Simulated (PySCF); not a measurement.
# Correlation energy of As (arsenic, neutral)

[Ar] 3d10 4s1 4p4, high-spin 4P determinant (an excited configuration). All numbers are calculated (PySCF 2.14, scalar relativity by spin-free X2C-1e, in x2c-TZVPPall (6s5p4d1f, 48 functions)). Frozen: [Ne]; 23 electrons correlated.

| level | correlation energy (mhartree) |
| --- | --- |
| CCSD | -325.63 |
| (T) | -13.27 |
| CCSD(T) | -338.90 |

Diagnostics: T1 = 0.012, D1 = 0.0669, largest double amplitude 0.213.

A double-excitation amplitude exceeds 0.15, a sign of near-degeneracy.

Cost of the coupled-cluster step: of the order of 9 core-seconds, for 23 correlated electrons.

This basis was not built for core-valence correlation, so the inner-shell part is incomplete.
